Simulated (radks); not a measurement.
Species: W31+. Configuration: [Kr] 4d7. Calculated with a radial shooting solver on a logarithmic mesh with Libxc functionals: scalar-relativistic Kohn-Sham, BLYP, spin-polarised, spherical densities, finite nucleus; open shells are filled with parallel spins first (spin-orbit coupling, left out, can overturn this in heavy ions); Fermi nuclear charge, rms radius 5.3658 fm. Some entries of the table are withheld. Estimate them.

orbital,occ.,eigenvalue (eV),r(max) (bohr)
1s up,1,-70642.13,0.01146
1s down,1,-70642.08,0.01146
2s up,1,-13165.65,0.06569
2s down,1,-13162.65,0.06569
2p up,3,-11663.10,0.05389
2p down,3,-11660.66,0.05389
3s up,1,-3924.464,0.1849
3s down,1,-3923.002,0.1849
3p up,3,-3478.904,0.1829
3p down,3,-3477.280,0.1829
3d up,5,-2970.837,(1)
3d down,5,-2968.365,(2)
4s up,1,-1621.495,0.4048
4s down,1,-1614.311,0.4047
4p up,3,-1461.692,0.4188
4p down,3,-1454.612,0.4187
4d up,5,-1266.428,(3)
4d down,2,-1259.384,(4)

Answer. 
(1) 3d up r(max) (bohr): 0.1489
(2) 3d down r(max) (bohr): 0.1490
(3) 4d up r(max) (bohr): 0.4166
(4) 4d down r(max) (bohr): 0.4166
